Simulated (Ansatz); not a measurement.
`C#C[SiH2]C=O` → `C#CC=O` + `[SiH2]` at 298.15 K and 1 bar (silylene formation by 1,1-elimination).

Calculated with Ansatz (gas phase, PBE0-D4/def2-TZVP geometries, no zero-point term in ΔE). CCSD(T)/CBS adds triple-zeta CCSD(T) − MP2 to the extrapolated MP2 energy (def2 sets, frozen cores). This one scheme is used for every species. One conformer a species, not always the lowest.

| species | CCSD(T)/CBS energy (Eh) | H − E (kJ/mol) | S (J/(mol·K)) |
| --- | --- | --- | --- |
| `C#C[SiH2]C=O` | -480.72477 | 162.3 | 346.3 |
| `C#CC=O` | -190.43458 | 111.9 | 273.9 |
| `[SiH2]` | -290.19011 | 40.6 | 207.5 |

H − E and S are ideal-gas, rigid-rotor, harmonic terms from PBE0-D4/def2-TZVP, for one conformer and one mirror image of each species. 1 Eh = 2625.50 kJ/mol, R = 8.31446 J/(mol·K).

Q: By hand: ΔE, ΔH, ΔS and ΔG.

A: ΔE = (-190.43458) + (-290.19011) − (-480.72477) = 0.10008 Eh = 262.8 kJ/mol. Δ(H − E) = 111.9 + 40.6 − 162.3 = -9.8, so ΔH = 253.0 kJ/mol. ΔS = 273.9 + 207.5 − 346.3 = 135.1 J/(mol·K). ΔG = 253.0 − 298.15 × (135.1)/1000 = 212.7 kJ/mol.

Q: By hand: the equilibrium constant, and the temperature at which ΔG would vanish if ΔH and ΔS stayed fixed.

A: log₁₀ K = −ΔG/(RT ln 10) = -37.3. ΔG = 0 at ΔH/ΔS = 1873 K.

The number of gas molecules changes by +1, which sets the sign of ΔS. A doubt of 5 kJ/mol in ΔE shifts log₁₀ K by 0.9 here. Other conformers and mirror images would add mixing entropy, several J/(mol·K) or more a flexible species. Modes under 60 cm⁻¹, often nearly free rotors, make the harmonic entropy too high. These are equilibria of isolated gas molecules and say nothing of rates. Largest T1 diagnostic: 0.016 (customary marks: 0.02 for closed shells, 0.045 for open ones).
